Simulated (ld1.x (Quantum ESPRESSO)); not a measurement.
**Os (Z = 76): excitation energies, all-electron against TM**

* Element: osmium (Os)
* Generator: ld1.x (Quantum ESPRESSO) 7.5
* Type: norm-conserving Troullier–Martins (Kleinman–Bylander form)
* Functional: LDA (PZ)
* Relativity: scalar-relativistic
* Frozen core: [Xe] 4f14
* Valence charge: 8
* Reference configuration: 5d6 6s2 6p0
* Partial waves: 6s (bound): rc 2.15 bohr; 5d (bound): rc 2.30 bohr; 6p (bound, empty): rc 2.50 bohr
* Local potential: the p channel
* Core correction: none

Energies are relative to the spin-unpolarised reference configuration 5d6 6s2 6p0; without spin polarisation the order of configurations can differ from experiment. Spin-polarised rows fill each open shell by Hund’s rule, majority spin first. Not all tests gave a result: 3 of 9 tests not solved or not reliable. Left out of the table: 5d5 6s2 6p0 (solver errors, printed error -395 eV); 5d5 6s2 6p1 (solver errors, printed error -327 eV); 5d6 6s1 6p0 (spin-polarised) (solver errors, printed error -630 meV). The frozen-core shift is the all-electron ΔE with the core orbitals held at their reference shape minus the fully relaxed ΔE.

| valence configuration | charge | ΔE all-electron (eV) | error AE − PS (meV) | frozen-core shift (meV) |
| --- | --- | --- | --- | --- |
| 5d6 6s1 6p0 | +1 | 9.864 | -17 | +4.0 |
| 5d6 6s0 6p0 | +2 | 27.147 | -2.2 | +14 |
| 5d4 6s0 6p0 | +4 | 98.096 | -391 | +540 |
| 5d6 6s0 6p1 | +1 | 16.111 | +9.2 | +6.8 |
| 5d6 6s2 6p0 (spin-polarised) | 0 | -2.020 | +1598 | +20 |

(1) What are ΔE and the potential's error for 5d5 6s0 6p0?

Levels in the configuration 5d6 6s0 6p0:

| level | all-electron (eV) | pseudo (eV) |
| --- | --- | --- |
| 5d | -23.228 | -23.245 |

Note: ghost state, extra bound levels that the all-electron valence spectrum of the same l lacks: s at -11.0 eV. A true bound ghost makes a file unfit for plane-wave use.

Answers

(1) ΔE = 56.302 eV all-electron; the error (AE − PS) is -118 meV.

These tests converged, but a pseudo level misses the all-electron one widely, so the file describes the atom poorly there or has found another state: 5d5 6s0 6p0: empty 6s by 4.8 eV; 5d4 6s0 6p0: empty 6s by 8.7 eV.
